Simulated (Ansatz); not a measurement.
TaSe2, relaxed as a doublet with UKS PBE-D4/def2-TZVP in Ansatz, starting from the GFN2-xTB geometry. Force threshold 0.02 eV/Å.

In the def2 sets Ta takes a core potential; there is no spin–orbit coupling. The charge 0 doublet is spin-contaminated (final ⟨S²⟩ up to 1.54, 0.75 for a pure state). The relaxation made no stability test and no search for a lower SCF solution. No other spin state of charge 0 was run. Another isomer (quartet) lies 0.29 eV lower at PBE0-D4/def2-TZVP; other spin states weren't run for this one.

Start:

```xyz
3

Ta   -1.941    0.438    0.359
Se    1.193   -0.171    0.909
Se    0.748   -0.267   -1.268
```

```
step   energy (eV)  largest force component (eV/Å)  SCF passes
   1  -132228.8838                           2.325          53
   2  -132229.7791                           3.245          38
   3  -132230.7635                           2.782          39
   4  -132231.1725                           0.816          39
   5  -132231.1969                           0.204          35
   6  -132231.1990                           0.010          29
```

Force components are those of the run's own axes.

End:

```xyz
3

Ta   -1.401    0.317    0.265
Se    0.931   -0.107    1.016
Se    0.470   -0.210   -1.281
```

By distances, no bond broke or formed. The bond that changes most is Ta1–Se2, from 3.24 to 2.49 Å (atoms count from 1). The end is the same structure that another start reached, the lowest one found.

No frequencies were taken in this run, so the end may be a saddle point.

Hardware: 4 threads of Arm Neoverse V1 on a shared host. Wall time 16 s.
